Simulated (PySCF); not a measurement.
Run record: geometry optimisation, `CCCS(=O)(=O)Cl`.

Method: PBE0-D3(BJ)/def2-SVP geometry optimisation, gas phase (PySCF 2.14.0). Start geometry: GFN2-xTB. The command runs a driver script over a list of jobs; the input below is this job's line of settings and its coordinates in Å.

Command:
```bash
OMP_NUM_THREADS=1 python probes_run.py task.json out
```

Input:
```
{"job": {"xc": "PBE0", "basis": "def2-SVP", "d3": "d3bj", "grid": 1, "kind": "geom"}, "charge": 0, "multiplicity": 1}
C      1.520884     0.660552     0.431274
C      0.716938     0.103254    -0.737084
C     -0.269809    -0.950843    -0.295099
S     -1.688779    -0.169831     0.501519
O     -2.659747    -1.162957     0.829263
O     -1.315971     0.773389     1.504177
Cl    -2.466836     0.907503    -1.049646
H      2.110286    -0.125102     0.899123
H      0.859231     1.090956     1.176366
H      2.200197     1.433520     0.081964
H      0.168661     0.909103    -1.228846
H      1.397526    -0.330772    -1.474476
H      0.133591    -1.626818     0.453901
H     -0.706848    -1.512426    -1.114604
```

Q: What does the run print?

A: 
```
step   0  E = -1126.26173067  max force = 0.024550
step   1  E = -1126.26689014  max force = 0.009126
step   2  E = -1126.26767715  max force = 0.005289
step   3  E = -1126.26788125  max force = 0.003081
step   4  E = -1126.26796127  max force = 0.001085
step   5  E = -1126.26797123  max force = 0.000725
step   6  E = -1126.26798472  max force = 0.001403
step   7  E = -1126.26799930  max force = 0.002098
step   8  E = -1126.26801091  max force = 0.002420
step   9  E = -1126.26801490  max force = 0.001508
step  10  E = -1126.26802273  max force = 0.000711
step  11  E = -1126.26803080  max force = 0.001293
step  12  E = -1126.26804601  max force = 0.001027
step  13  E = -1126.26805985  max force = 0.000386
optimisation converged
```

Energies in Eh; «max force» is the largest Cartesian gradient component in Eh/bohr.

Q: Give the first gradient maximum in eV/Å.

A: With 1 Eh/bohr = 51.422 eV/Å, 1.262 eV/Å.

Summary of the converged run: final energy -1126.26806 Eh after 13 steps; dipole 4.08 D.

Q: Where do the atoms end?

A: 0.122 Å rms from the input after alignment:
```
atom  x, y, z in Å
C1    -3.3935    3.5206   -1.1723
C2    -4.1714    2.7956   -2.2590
C3    -5.0726    1.6781   -1.7674
S4    -6.5451    2.1925   -0.8830
O5    -7.3345    1.0185   -0.5844
O6    -6.2290    3.1727    0.1342
Cl7   -7.5389    3.2189   -2.4322
H8    -2.7915    2.8153   -0.5777
H9    -4.0641    4.0525   -0.4843
H10   -2.7053    4.2529   -1.6182
H11   -4.7766    3.5021   -2.8501
H12   -3.4740    2.3289   -2.9743
H13   -4.5788    1.0223   -1.0299
H14   -5.4713    1.0494   -2.5763
```

Q: How long does this job take on an Arm Neoverse V1 with one thread, on a shared host? And the peak memory of the process?

A: About 2.0 min, with 0.62 GiB resident at the peak, the Python interpreter and its libraries included.
Labels such as C1 count atoms from 1, the log's own numbers from 0.
